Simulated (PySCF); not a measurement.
NMR problem set

PySCF 2.14.0 with density-fitted response routines calculation with GFN2-xTB structure, shielding tensors at PBE0/pcSseg-1 (GIAO) and J couplings at B3LYP/pcJ-1 (spin–dipole term left out of most H,H and C,H couplings); isolated molecule, non-relativistic, averaged over atoms made equivalent by symmetry, fast rotation or ring inversion, single conformer.

δ = σ(ref) − σ, references computed at the same level: TMS for ¹H, ¹³C. Multiplet labels drop J under 1 Hz and among equivalent protons, and merge close values. Unscaled 3J(H,H) run several per cent high. Splittings of carbon signals by F and P are missing where no couplings were computed. Where no couplings were computed, multiplicities follow the n + 1 count of equivalent neighbours, and m marks all less simple cases (inequivalent or close neighbours, rings, F or P nearby). Shifts are as computed. Against solution values, carbons near 30 ppm lie about +3 ppm off and those near 130 ppm about +5 ppm. Of 1211 compounds with measured shifts, 218 miss one by over three times the rms of a fit or turn the order of signals round; such compounds aren't used in these exercises.

**Question.** C3H5N3. ¹H NMR (400 MHz, computed): δ 7.83 (d, J = 1.3 Hz, 1H), 7.56 (d, J = 1.3 Hz, 1H), 4.25 (s, 3H). ¹³C{¹H} NMR (computed): δ 139.1, 129.1, 36.2. What is it?

**Answer.** `Cn1ccnn1`. Rings plus π bonds: 3 (1 ring in the answer). 3 carbon signals for 3 carbons: no two carbons are equivalent. Carbon types of the structure: 2 × CH, 1 × CH3, which accounts for all hydrogens. δC 139.1, 129.1: aromatic CH next to a ring nitrogen. δC 36.2: methyl carbon bonded to N; the inductive effect lowers its shielding. δH 7.83, 7.56: hydrogen on an aromatic CH next to a ring nitrogen; aromatic region. δH 4.25: hydrogen on a methyl carbon bonded to N; its carbon carries N, which withdraws density.

The data come from this structure; uniqueness wasn't tested.

**Question.** C8H15P. ¹H NMR (400 MHz, computed): δ 2.33 (m, 4H), 1.86 (s, 6H), 1.19 (m, 2H), 1.07 (m, 3H). ¹³C{¹H} NMR (computed): δ 137.2 (C), 43.6 (CH2), 25.7 (CH2), 19.3 (CH3), 12.5 (CH3). Identify the compound.

**Answer.** `CCP1CC(C)=C(C)C1`. 5 carbon signals for 8 carbons: some carbons are equivalent by symmetry or fast rotation. Carbon types of the structure: 2 × C, 3 × CH2, 3 × CH3, which accounts for all hydrogens. δC 137.2: fully substituted alkene carbon; the olefinic region. δC 19.3: allylic methyl carbon; a saturated carbon with 1 carbon neighbour and no heteroatom attached. δC 12.5: methyl carbon; a saturated carbon with 1 carbon neighbour and no heteroatom attached. δH 2.33: hydrogen on an allylic sp3 CH2 bonded to P; allylic position.

The shifts were computed for this structure.

**Question.** C9H14. ¹H NMR (500 MHz, computed): δ 6.90 (m, 1H), 4.97 (m, 1H), 4.74 (m, 1H), 1.99 (m, 2H), 1.76 (m, 2H), 1.26 (m, 2H), 1.14 (m, 2H), 1.12 (m, 2H), 0.70 (m, 1H). ¹³C{¹H} NMR (computed): δ 150.8, 111.6, 31.3, 28.1, 27.9, 25.1. What is it?

**Answer.** SMILES C=C[C@@H]1[C@H]2CCCC[C@@H]12. Rings plus π bonds: 3 (2 rings in the answer). 6 carbon signals for 9 carbons: some carbons are equivalent by symmetry or fast rotation. Carbon types of the structure: 4 × CH, 5 × CH2, which accounts for all hydrogens. δC 150.8: alkene CH; as expected for a trigonal carbon in a double bond. δC 111.6: terminal =CH2 carbon; the olefinic region. δC 28.1, 25.1: sp3 CH2 in a ring; aliphatic region, no heteroatom directly attached. δH 4.97, 4.74: hydrogen on a terminal =CH2 carbon; olefinic region.

The data come from this structure; uniqueness wasn't tested.
